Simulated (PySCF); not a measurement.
Ge(H)2(Et)(NH2) (C₂H₉GeN), SMILES C[CH2][GeH2][NH2]. Geometry: B3LYP-D3(BJ)/def2-SVP. One conformer was computed; it need not be the lowest.

Computed equilibrium geometry at B3LYP-D3(BJ)/def2-SVP (PySCF confirms it by a frequency run) as Cartesian coordinates in Å (one conformer of several):
```xyz
13

Ge     0.5080    -0.3521     0.3136
N      1.3161     1.0197    -0.6409
C     -1.3288    -0.5245    -0.3690
C     -2.1016     0.7974    -0.3457
H      1.3495    -1.6171     0.0345
H      0.4672    -0.1011     1.8502
H      0.9818     1.9490    -0.3889
H      2.3319     1.0293    -0.5603
H     -1.2559    -0.9129    -1.3981
H     -1.8453    -1.2949     0.2280
H     -2.1897     1.2012     0.6770
H     -3.1248     0.6793    -0.7392
H     -1.6004     1.5603    -0.9636
```
